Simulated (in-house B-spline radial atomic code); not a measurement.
Response of Sc IV (Sc3+) as one setting changes: the share of exact exchange in a PBE hybrid. A dash marks a strongly mixed or unbound state. Computed with an all-electron radial atomic-structure program (B-spline basis): linear response of the closed shell [Ne] 3s2 3p6 with the functional's adiabatic kernel; scalar-relativistic (spin-free one-electron X2C), finite nucleus, no spin-orbit coupling, no double excitations, S, P, D and F terms only. Only terms of natural parity with L up to 3 were computed.

```json
{"share of exact exchange in a PBE hybrid": "0", "lowest 1P (eV)": "3p → 4s 39.80", "lowest 3P, Tamm-Dancoff (eV)": "3p → 3d 29.891", "minus highest occupied level (eV)": "64.59", "α (bohr³)": "2.157"}
{"share of exact exchange in a PBE hybrid": "0.1", "lowest 1P (eV)": "3p → 4s 40.15", "lowest 3P, Tamm-Dancoff (eV)": "3p → 3d 29.891", "minus highest occupied level (eV)": "65.63", "α (bohr³)": "2.151"}
{"share of exact exchange in a PBE hybrid": "0.2", "lowest 1P (eV)": "?", "lowest 3P, Tamm-Dancoff (eV)": "?", "minus highest occupied level (eV)": "?", "α (bohr³)": "?"}
{"share of exact exchange in a PBE hybrid": "0.3", "lowest 1P (eV)": "3p → 4s 40.83", "lowest 3P, Tamm-Dancoff (eV)": "3p → 3d 29.890", "minus highest occupied level (eV)": "67.70", "α (bohr³)": "2.14"}
{"share of exact exchange in a PBE hybrid": "0.4", "lowest 1P (eV)": "3p → 4s 41.14", "lowest 3P, Tamm-Dancoff (eV)": "3p → 3d 29.888", "minus highest occupied level (eV)": "68.74", "α (bohr³)": "2.135"}
{"share of exact exchange in a PBE hybrid": "0.5", "lowest 1P (eV)": "3p → 4s 41.42", "lowest 3P, Tamm-Dancoff (eV)": "3p → 3d 29.886", "minus highest occupied level (eV)": "69.78", "α (bohr³)": "2.13"}
{"share of exact exchange in a PBE hybrid": "0.6", "lowest 1P (eV)": "?", "lowest 3P, Tamm-Dancoff (eV)": "?", "minus highest occupied level (eV)": "?", "α (bohr³)": "?"}
{"share of exact exchange in a PBE hybrid": "0.7", "lowest 1P (eV)": "-", "lowest 3P, Tamm-Dancoff (eV)": "3p → 3d 29.879", "minus highest occupied level (eV)": "71.85", "α (bohr³)": "2.12"}
{"share of exact exchange in a PBE hybrid": "0.8", "lowest 1P (eV)": "-", "lowest 3P, Tamm-Dancoff (eV)": "3p → 3d 29.875", "minus highest occupied level (eV)": "72.89", "α (bohr³)": "2.116"}
{"share of exact exchange in a PBE hybrid": "0.9", "lowest 1P (eV)": "-", "lowest 3P, Tamm-Dancoff (eV)": "3p → 3d 29.871", "minus highest occupied level (eV)": "73.93", "α (bohr³)": "2.111"}
{"share of exact exchange in a PBE hybrid": "1", "lowest 1P (eV)": "-", "lowest 3P, Tamm-Dancoff (eV)": "3p → 3d 29.866", "minus highest occupied level (eV)": "74.97", "α (bohr³)": "2.106"}
```

Problem. What belongs in the row for 0.6?

Solution. lowest 1P (eV): -; lowest 3P, Tamm-Dancoff (eV): 3p → 3d 29.883; minus highest occupied level (eV): 70.82; α (bohr³): 2.125.

Problem. What belongs in the row for 0.2?

Solution. lowest 1P (eV): 3p → 4s 40.50; lowest 3P, Tamm-Dancoff (eV): 3p → 3d 29.891; minus highest occupied level (eV): 66.66; α (bohr³): 2.146.
